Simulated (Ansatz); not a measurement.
Basis sets compared for the cluster Cd2Se⁺. Charge 1, multiplicity 2. Geometry PBE0-D4/def2-TZVP. Ansatz on 4 threads of Arm Neoverse V2 on a shared host; times are rough, and most runs start from earlier orbitals.

```xyz
3

Cd    1.643   -1.287    0.585
Cd   -1.139    1.842   -0.090
Se   -0.504   -0.555   -0.495
```

In the def2 sets Cd takes a core potential; there is no spin–orbit coupling. The structure comes from a short search, and lower isomers may exist.

```csv
level,functions,energy (Eh),HOMO (eV),LUMO (eV),wall time
PBE-D4/def2-SVP,94,-2736.1359,-9.80,-9.27,1.4 s
PBE0-D4/def2-SVP,94,-2736.1877,-10.30,-8.70,2.2 s
```

(1) Estimate the rows for PBE-D4/def2-TZVP, PBE0-D4/def2-TZVP (with forces).

Answers

(1) 
| level | functions | energy (Eh) | HOMO (eV) | LUMO (eV) | wall time |
| --- | --- | --- | --- | --- | --- |
| PBE-D4/def2-TZVP | 128 | -2736.5137 | -9.81 | -9.27 | 1.9 s |
| PBE0-D4/def2-TZVP (with forces) | 128 | -2736.5628 | -10.30 | -8.69 | 6 s |
